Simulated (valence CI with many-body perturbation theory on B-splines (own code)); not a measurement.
The numbers below are computed, except where a source is named.
## Level structure of Te45+

Level of theory: valence CI with perturbative core correlation (CI+MBPT): five valence electrons over a frozen Dirac-Fock core [He], radial functions for each j: 11 s, 11 p, 10 d, 8 f, 5 g, 2 h, with the one-electron correlation potential Σ1, the two-electron term Σ2, the three-electron term Σ3, Breit, model QED; selected CI, second order for the rest, scaled by the run's own slope (own B-spline code, finite nucleus).

No measured spectrum was set against this ion. As an estimate, large intervals hold to a few tenths of a per cent, small ones and those within an open d or f shell to about a per cent. Among the levels kept, up to 7200 cm⁻¹ of a level comes from second order outside the variational space, and about a tenth of that is noise between levels of different J, which matters for small intervals.

Levels 91 to 135 of 200, with energies above the lowest level, (2s^2 2p1/2^2 2p3/2) J=3/2. "Leading %" is the weight of the configuration and term that name the level; weights of strongly mixed levels are sums over their largest components and can fall short, so below about 35 % the name and the second component can differ from the true leading terms, or belong to a minority configuration. In the jj column 3d3/2^4 stands for four electrons in 3d with j = 3/2.

```tsv
No.	Configuration	Term	J	E (Ry)	Leading %	Leading jj	g
91	2s2p³3s	⁴D°	7/2	366.08	37	2s 2p1/2^2 2p3/2 3d5/2 (56 %)	1.271
92	2s2p³3d	²D°	5/2	366.55	31	2s 2p1/2^2 2p3/2 3d5/2 (84 %)	1.147
93	2s2p³3d	²P°	3/2	366.70	27	2s 2p1/2^2 2p3/2 3d5/2 (94 %)	1.307
94	2s2p³3s	²D°	5/2	366.83	67	2s 2p1/2 2p3/2^2 3s (85 %)	1.215
95	2s²2p²3p	²P°	3/2	367.05	55	2s^2 2p3/2^2 3p3/2 (89 %)	1.314
96	2s2p³3p	⁶P	3/2	367.79	36	2s 2p1/2 2p3/2^2 3p1/2 (96 %)	1.716
97	2s2p³3p	⁴F	5/2	368.46	27	2s 2p1/2 2p3/2^2 3p1/2 (93 %)	1.335
98	2s2p³3s	⁴P°	1/2	368.47	83	2s 2p1/2 2p3/2^2 3s (99 %)	2.318
99	2s²2p²3d	²D	3/2	369.44	34	2s^2 2p3/2^2 3d3/2 (96 %)	1.146
100	2s²2p²3d	²G	7/2	369.54	22	2s^2 2p3/2^2 3d3/2 (76 %)	1.130
101	2s²2p²3d	⁴D	5/2	369.57	27	2s^2 2p3/2^2 3d3/2 (86 %)	1.198
102	2s²2p²3d	²P	1/2	369.65	50	2s^2 2p3/2^2 3d3/2 (84 %)	1.236
103	2s2p³3s	⁴S°	3/2	369.71	36	2s 2p1/2 2p3/2^2 3s (94 %)	1.505
104	2s2p³3s	²S°	1/2	369.79	49	2s 2p1/2 2p3/2^2 3s (96 %)	1.045
105	2s²2p²3d	²F	7/2	370.24	52	2s^2 2p3/2^2 3d5/2 (96 %)	1.223
106	2s²2p²3d	⁴F	9/2	370.33	60	2s^2 2p3/2^2 3d5/2 (98 %)	1.236
107	2s2p³3s	²D°	3/2	370.43	78	2s 2p1/2 2p3/2^2 3s (94 %)	0.971
108	2s2p³3s	²D°	5/2	370.55	80	2s 2p1/2 2p3/2^2 3s (96 %)	1.245
109	2s2p³3s	²P°	3/2	370.56	37	2s 2p1/2 2p3/2^2 3s (93 %)	1.499
110	2s2p³3p	²F	7/2	370.71	29	2s 2p1/2 2p3/2^2 3p1/2 (77 %)	1.200
111	2s²2p²3d	²P	1/2	371.19	38	2s^2 2p3/2^2 3d5/2 (84 %)	1.617
112	2s2p³3s	²P°	1/2	371.39	87	2s 2p1/2 2p3/2^2 3s (98 %)	0.831
113	2s²2p²3d	²P	3/2	371.82	45	2s^2 2p3/2^2 3d5/2 (62 %)	1.137
114	2s2p³3p	⁴P	5/2	371.95	54	2s 2p1/2 2p3/2^2 3p1/2 (97 %)	1.445
115	2s²2p²3d	²D	5/2	372.32	60	2s^2 2p3/2^2 3d5/2 (92 %)	1.165
116	2s²2p²3d	²D	3/2	373.01	71	2s^2 2p3/2^2 3d3/2 (59 %)	0.917
117	2s2p³3p	⁴D	1/2	373.08	66	2s 2p1/2 2p3/2^2 3p1/2 (94 %)	0.369
118	2s²2p²3d	²D	5/2	373.94	62	2s^2 2p3/2^2 3d5/2 (90 %)	1.199
119	2s2p³3p	⁶P	7/2	373.94	45	2s 2p1/2 2p3/2^2 3p3/2 (97 %)	1.447
120	2s2p³3p	⁴P	1/2	373.98	58	2s 2p1/2 2p3/2^2 3p1/2 (86 %)	1.653
121	2s2p³3p	⁴P	5/2	374.04	29	2s 2p1/2 2p3/2^2 3p3/2 (90 %)	1.452
122	2s2p³3p	⁴F	3/2	374.19	26	2s 2p1/2 2p3/2^2 3p1/2 (96 %)	1.033
123	2s2p³3p	⁴P	1/2	374.67	51	2s 2p1/2 2p3/2^2 3p3/2 (81 %)	1.630
124	2s2p³3p	²F	5/2	374.80	57	2s 2p1/2 2p3/2^2 3p1/2 (95 %)	1.006
125	2s2p³3p	⁴D	3/2	374.90	28	2s 2p1/2 2p3/2^2 3p1/2 (84 %)	1.167
126	2s2p³3p	⁴P	3/2	375.98	49	2s 2p1/2 2p3/2^2 3p3/2 (89 %)	1.411
127	2s2p³3p	⁴F	9/2	376.43	99	2s 2p1/2 2p3/2^2 3p3/2 (99 %)	1.319
128	2s2p³3p	⁴D	7/2	376.51	63	2s 2p1/2 2p3/2^2 3p3/2 (99 %)	1.309
129	2s2p³3p	²P	3/2	376.68	45	2s 2p1/2 2p3/2^2 3p1/2 (94 %)	1.220
130	2s2p³3p	⁴P	1/2	376.75	42	2s 2p1/2 2p3/2^2 3p1/2 (96 %)	1.889
131	2s2p³3p	²P	3/2	377.06	61	2s 2p1/2 2p3/2^2 3p3/2 (91 %)	1.344
132	2s2p³3p	²D	5/2	378.16	59	2s 2p1/2 2p3/2^2 3p3/2 (98 %)	1.237
133	2s2p³3d	⁶D°	3/2	378.97	38	2s 2p1/2 2p3/2^2 3d3/2 (96 %)	1.358
134	2s2p³3d	⁶D°	1/2	379.07	42	2s 2p1/2 2p3/2^2 3d3/2 (96 %)	2.114
135	2s2p³3d	⁶D°	5/2	379.14	36	2s 2p1/2 2p3/2^2 3d3/2 (90 %)	1.292
```

Where two levels of one J and parity lie close, their mixing, g and order are uncertain.
